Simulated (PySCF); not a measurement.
Species: C₇H₁₃ (doublet state).
Z-matrix (Å and degrees, GFN2-xTB geometry), rows numbered from 1:
```
C 
C   1  1.4661
C   2  1.5691  1  113.49
C   3  1.5327  2  108.31  1  -179.60
C   3  1.5262  2  109.06  1   -60.41
C   3  1.5025  2  108.31  1    63.21
C   6  1.3198  3  127.35  2  -119.82
H   1  1.0731  2  119.89  3   -67.26
H   1  1.0721  2  121.34  3   104.64
H   2  1.0915  1  110.49  3  -121.26
H   2  1.0965  1  110.06  3   118.95
H   4  1.0882  3  110.03  2  -179.80
H   4  1.0879  3  110.57  2    60.43
H   4  1.0880  3  110.92  2   -59.94
H   5  1.0877  3  110.54  2  -178.56
H   5  1.0873  3  110.43  2    60.50
H   5  1.0880  3  109.96  2   -58.99
H   6  1.0839  3  113.59  2    60.22
H   7  1.0775  6  121.25  3  -179.82
H   7  1.0759  6  122.95  3     0.10
```

The hyperfine couplings belong to this conformer and change with its torsions.

The species is `[CH2]CC(C)(C)C=C` [radical].

Level of theory: UKS B3LYP, pcH-1 on C H, non-relativistic, mean-field spin-orbit, GIAO (PySCF 2.14.0). Geometry: GFN2-xTB, one conformer, isolated molecule. Couplings are sensitive to structure, and on GFN2-xTB geometries they can be far from those on DFT ones. The SCF solution wasn't tested for stability.

Question: Break the g tensor into its mass correction, gauge correction and orbital-Zeeman/spin–orbit terms.

Answer: 
```tsv
Δg (ppm)	1	2	3
relativistic mass correction	-139	-139	-139
gauge correction	4	36	20
orbital Zeeman/spin–orbit	-7	572	758
total	-142	469	639
```

So g = 2.00218, 2.00279, 2.00296 and g_iso = 2.00264; the tensor is rhombic: the two nearest values differ by 22 % of g3 − g1. Axes: g2 points within 4° of the C1–C2 bond.

Question: What effective moment and Curie constant follow for a powder?

Answer: With the mean of g² = 4.0106 and S(S+1) = 0.75: μ_eff = √(⟨g²⟩S(S+1)) = 1.734 μB and χT = 0.12505·⟨g²⟩·S(S+1) = 0.376 cm³ K/mol (cgs; spin-Hamiltonian part alone).

Question: At 9.304 GHz, how far is the centre of the isotropic spectrum from where a free electron (g = 2.002319) resonates?

Answer: B = hν/(g μB) with μB/h = 13.99624 MHz/mT gives 331.99 mT for the free electron and 331.94 mT at g_iso, 0.05 mT lower.

Question: In a frozen sample, at which fields do the three g values resonate at 9.5, 34, 94 and 263 GHz (hyperfine left aside), and which band first spreads them over more than twice a line width of 0.5 mT?

Answer: 
```csv
band,GHz,B(g3) mT,B(g2) mT,B(g1) mT,spread mT
X,9.5,338.88,338.90,339.01,0.13
Q,34.0,1212.82,1212.92,1213.29,0.47
W,94.0,3353.08,3353.37,3354.39,1.31
J,263.0,9381.50,9382.30,9385.16,3.66
```

The spread grows in proportion to the frequency. W band is the first where it exceeds 1.0 mT.

Largest spin populations (Mulliken): C1 (+1.08) and C2 (-0.09). No atom but C1 exceeds +0.15. The positive populations add up to 1.19 and the negative ones to -0.19, together 2S = 1. The angles at C1 add up to 359.5°, so it is planar; its axial dipolar tensor and the negative couplings of its protons fit spin in a p orbital normal to that plane.

The HOMO–LUMO gaps are 5.81 eV among the α and 5.63 eV among the β orbitals.

Time: 80 s (grids of density and orbitals included); peak memory 0.98 GiB. Hardware: one thread of an Arm Neoverse V1, no GPU, on a shared host.
